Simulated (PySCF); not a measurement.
## Worked example: entropy of an ideal gas

Be(NH2)(SeH) (BeH₃NSe), SMILES [SeH][Be][NH2].

Geometry optimised at PBE0-D3(BJ)/def2-TZVP. One conformer was computed; it need not be the lowest.

PBE0-D3(BJ)/def2-TZVP (PySCF 2.14.0) gives the harmonic wavenumbers 206, 215, 261, 394, 400, 586, 672, 1269, 1571, 2438, 3618, 3701 cm⁻¹ and the rotational temperatures 6.8909, 0.1255, 0.1250 K. The molar mass is 105.01 g/mol, the symmetry number 1, the spin multiplicity 1.

Question: Work out the entropy at 298.15 K and 1 atm in the rigid-rotor, harmonic-oscillator model.

Answer: 
Translation (Sackur–Tetrode at 1 atm): S = R[1.5 ln M + 2.5 ln T − 1.16487] = 166.8 J/(mol K).
Rotation: q = (√π/σ) T^1.5/√(θA θB θC) = 27800, S = R[ln q + 3/2] = 97.5 J/(mol K).
Vibration: with u = 1.4388 ν/T, each mode gives R[u/(e^u − 1) − ln(1 − e^−u)]:
```
ν (cm⁻¹)  modes     u  S (J/(mol K))
--------  -----  ----  -------------
206           1  0.99           8.70
215           1  1.04           8.37
261           1  1.26           6.92
394           1  1.90           4.12
400           1  1.93           4.03
586           1  2.83           1.98
672           1  3.24           1.43
1269          1  6.12           0.13
1571          1  7.58           0.04
```
The stiffer modes add less than 0.005 each. Sum 35.7 J/(mol K).
Spin: R ln 1 = 0.0 J/(mol K).
Total 300.0 J/(mol K); the program's own thermochemistry gives 300.0. Translation makes up 56 % and vibration 12 %. Anharmonicity, hindered rotation and orbital degeneracy are left out.
